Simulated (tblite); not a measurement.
Species: C6H14OP2.
Structure used (GFN2-xTB), in Å, numbered top down from 1:
```xyz
23
C6H14OP2 angstrom
C      2.1980    1.4936    0.5009
C      1.6405    0.3126    0.2870
C      2.1107   -0.9893    0.8413
P      0.1205    0.2748   -0.7202
C      0.4913   -0.9032   -2.0835
O     -0.3251    1.5926   -1.2073
P     -1.3682   -0.7669    0.5596
C     -2.7901   -0.3400   -0.5382
C     -1.4955    0.6590    1.7288
H      3.0845    1.6200    1.1030
H      1.7706    2.3792    0.0596
H      2.5661   -1.5934    0.0570
H      2.8451   -0.8339    1.6290
H      1.2631   -1.5468    1.2430
H      0.6673   -1.9058   -1.7060
H     -0.3630   -0.9056   -2.7580
H      1.3645   -0.5394   -2.6225
H     -2.8291   -1.0401   -1.3718
H     -3.7158   -0.4270    0.0296
H     -2.6799    0.6765   -0.9172
H     -2.3955    0.5481    2.3328
H     -0.6297    0.6656    2.3902
H     -1.5351    1.5963    1.1729
```

Level: GFN2-xTB in tblite, geometry and Hessian alike; calculated harmonic values, unscaled, isolated species. The method is semi-empirical: single wavenumbers can be off by several per cent or more. One conformer, not necessarily the lowest.

Harmonic wavenumbers (cm⁻¹): 38.6, 53.2, 97.6, 117.8, 140.1, 151.3, 160.3, 175.5, 190.8, 202.6, 212.6, 261.0, 281.1, 311.8, 328.8, 373.0, 419.3, 490.6, 637.0, 689.8, 712.8, 737.0, 750.2, 827.7, 832.8, 842.4, 865.1, 903.0, 907.6, 945.3, 949.9, 1003.0, 1035.8, 1200.2, 1233.7, 1300.0, 1314.4, 1318.5, 1383.3, 1400.5, 1422.7, 1429.4, 1436.3, 1440.7, 1443.6, 1452.5, 1464.1, 1474.6, 1694.6, 2978.4, 2982.4, 2985.3, 2995.6, 2999.6, 3001.2, 3004.3, 3005.1, 3007.0, 3009.5, 3029.6, 3036.1, 3078.6, 3114.4.

A = 1558, B = 945.5, C = 856.3 MHz; mass 164.052 u (most abundant isotopes); point group C1, symmetry number 1.

**Question.** Zero-point energy?

**Answer.** ½Σν̃ = 40641 cm⁻¹ = 486.17 kJ/mol.

**Question.** What is S at 273.15 K and 1 bar for an ideal gas of classical rigid rotors and harmonic oscillators?

**Answer.** Translation 170.64, rotation 124.10, vibration 173.39: S = 468.1 J/(mol K).

**Question.** And Cp and H(273.15 K) − H(0)?

**Answer.** Cp = 199.96 J/(mol K), of which vibrations give 166.70 (their classical limit is 63 R = 523.8); H(273.15 K) − H(0) = 33.95 kJ/mol without the zero-point energy, 24.87 from vibrations.

**Question.** What must be added to the electronic energy to get the Gibbs energy at 273.15 K and 1 bar?

**Answer.** ZPE + [H(273.15 K) − H(0)] − T·S = 486.17 + 33.95 − 127.87 = 392.25 kJ/mol.

**Question.** How do the functions run with temperature in this model?

**Answer.** 
| T (K) | S (J/(mol K)) | Cp (J/(mol K)) | H − H(0) (kJ/mol) | G − H(0) (kJ/mol) | ln q(vib) |
| --- | --- | --- | --- | --- | --- |
| 50 | 257.7 | 66.5 | 2.30 | -10.58 | 0.80 |
| 100 | 317.7 | 109.3 | 6.76 | -25.01 | 2.66 |
| 298.15 | 486.2 | 211.9 | 39.10 | -105.85 | 10.90 |
| 373.15 | 537.5 | 246.3 | 56.30 | -144.26 | 13.80 |
| 500 | 616.8 | 296.5 | 90.84 | -217.56 | 18.46 |
| 750 | 751.5 | 368.0 | 174.52 | -389.13 | 26.91 |
| 1000 | 864.5 | 416.8 | 272.99 | -591.52 | 34.50 |

q(vib) and H(0) count from the zero-point level.

**Question.** Blend soft modes into free rotors: weight 1/[1 + (100 cm⁻¹/ν̃)⁴] for the oscillator and the rest for a rotor with moment μB/(μ + B), μ = h/(8π²ν), B = 10⁻⁴⁴ kg m². What vibrational entropy results?

**Answer.** 161.30 J/(mol K) in place of 173.39, which changes −T·S at 273.15 K by +3.30 kJ/mol.

Hindered rotation and anharmonicity are outside this model. Other conformers, if any are populated, would add a mixing term that is left out. The structure is chiral; the term R ln 2 for an equal mix with its mirror image is left out.
